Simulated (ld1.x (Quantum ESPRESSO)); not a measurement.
Scattering properties, ultrasoft potential for gadolinium

Gd (Z = 64), ultrasoft, made with ld1.x (Quantum ESPRESSO) 7.5 (PBE, scalar-relativistic). Core [Kr] 4d10, reference 4f7 5s2 5p6 5d2 6s1 6p0. Waves: 5s (bound): rcut 1.70, rcutus 1.90 bohr; 6s (bound): rcut 1.70, rcutus 1.90 bohr; 5p (bound): rcut 2.05, rcutus 2.45 bohr; 6p (bound, empty): rcut 2.05, rcutus 2.45 bohr; 5d (bound): rcut 3.50, rcutus 3.75 bohr; 5d channel at 0.4 Ry: rcut 3.50, rcutus 3.75 bohr; 4f (bound): rcut 1.20, rcutus 1.55 bohr; 4f channel at 0.4 Ry: rcut 1.20, rcutus 1.55 bohr. Local part: all-electron potential smoothed inside 1.15 bohr (lloc = -1). Core correction: none. Augmentation charge: PSQ, inside the norm-conserving radii.

The phase is arctan(r·u′/u) with u = r·R(r), unwrapped; energies in Ry, scanned from -6 to 5 Ry. A pole is an energy at which the radial function vanishes at the test radius. The pseudo phase is shifted by a multiple of π to meet the all-electron one at the reference energy, and phase errors are pseudo minus all-electron; the curves can meet again beyond the range given. Levels narrower than the energy grid can be missing from the lists of poles. n/a: not evaluated, since a narrow level or a reset projector energy made the automatic matching unsafe.

| channel | radius (bohr) | reference energy (Ry) | poles, all-electron | poles, pseudo | unbroken range about the reference energy with phases within 0.05 rad | phase error 1 Ry above the reference energy (rad) |
| --- | --- | --- | --- | --- | --- | --- |
| s | 4.04 | -0.27 | 0.47, 4.13 | 0.47, 4.07 | below 2.1 | -0.000 |
| p | 4.04 | -0.08 | -1.89, 1.18 | -1.89, 0.86, 2.12 | -1.9 to 0.7 | -0.100 |
| d | 4.04 | -0.13 | 0.09, 2.57 | -1.36, 0.08, 0.66 | -0.2 to 0.5 | -2.737 |
| f | 4.04 | -0.54 | 1.81, 4.74 | 1.81, 4.73 | n/a | n/a |

Note: ghost state, extra bound levels that the all-electron valence spectrum of the same l lacks: s at -646.9 eV (p, d not tested). A true bound ghost makes a file unfit for plane-wave use. Its overlap operator is not positive definite in a basis up to 400 Ry (lowest eigenvalue p -0.33, d -1.75), so the file is unfit for use: the generalised eigenproblem breaks down once the basis is large enough, and its test numbers describe a broken file.

Phases in the d channel:

| E (Ry) | all-electron | pseudo |
| --- | --- | --- |
| -6.00 | 1.469 | 4.613 |
| -5.48 | 1.465 | 4.609 |
| -4.96 | 1.459 | 4.604 |
| -4.44 | 1.453 | 4.599 |
| -3.92 | 1.445 | 4.593 |
| -3.40 | 1.436 | 4.587 |
| -2.88 | 1.424 | 4.581 |
| -2.36 | 1.408 | 4.578 |
| -1.84 | 1.385 | 4.598 |
| -1.32 | 1.348 | 0.391 |
| -0.80 | 1.270 | 1.175 |
| -0.28 | 0.703 | 0.642 |
| 0.24 | -1.699 | -1.705 |
| 0.76 | -2.069 | -4.920 |
| 1.28 | -3.943 | -5.175 |
| 1.80 | -4.540 | -5.719 |
| 2.32 | -4.674 | -6.930 |
| 2.84 | -4.749 | -7.448 |
| 3.36 | -4.824 | -7.620 |
| 3.88 | -4.966 | -7.703 |
| 4.40 | -5.922 | -7.752 |
| 4.92 | -7.551 | -7.785 |
